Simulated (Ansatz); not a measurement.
C9H11, doublet, geometry from GFN2-xTB. Base run: B3LYP/def2-SV(P) in Ansatz (a quantum-chemistry and plane-wave program).

Geometry (Å):
```xyz
20

C      2.7023    -1.1231     0.0784
C      1.3154    -0.5555     0.0410
C      0.1982    -1.3419     0.0365
C     -1.0981    -0.9080     0.0011
C     -2.2649    -1.8489    -0.0131
C     -1.2784     0.4758    -0.0357
C     -0.1923     1.3409    -0.0346
C     -0.4228     2.8249    -0.0650
C      1.0935     0.8241     0.0040
H      2.8915    -1.7111    -0.8190
H      2.8176    -1.7814     0.9380
H      3.4441    -0.3307     0.1397
H     -3.1934    -1.3179     0.1825
H     -2.3412    -2.3333    -0.9866
H     -2.1350    -2.6264     0.7371
H     -2.2838     0.8743    -0.0640
H     -0.9016     3.1508     0.8582
H     -1.0772     3.0926    -0.8931
H      0.5155     3.3627    -0.1744
H      1.9456     1.4907     0.0065
```
Charge 0, spin multiplicity 2.
Orbitals are unrestricted.
All else is at Ansatz's defaults.
Base energy -349.23334 Eh.

The base run was repeated with changes; each row names its change, and settings that it needs were set with it.

| change | ΔE vs base (mEh) |
|---|---|
| base | 0.000 |
| final_grid = 14, 28, 59 | 0.000 |
| point_charge = charge:1.0 position_ang:-5.1554, 3.791, 1.4903 | -0.792 |
| lower_state_search = off | 0.000 |
| fitting.mean_field = def2-universal-JKFIT | -0.070 |
| point_charge = charge:-1.0 position_ang:3.1364, -1.9938, -5.3179 | -0.239 |
| final_grid = 6, 12, 29 | -0.006 |
| final_grid = 10, 20, 41 | 0.001 |
| point_charge = charge:0.5 position_ang:-6.2359, 0.7033, 1.8262 | 0.168 |
| lower_state_search = light | 0.000 |
| lower_state_search = full | 0.000 |
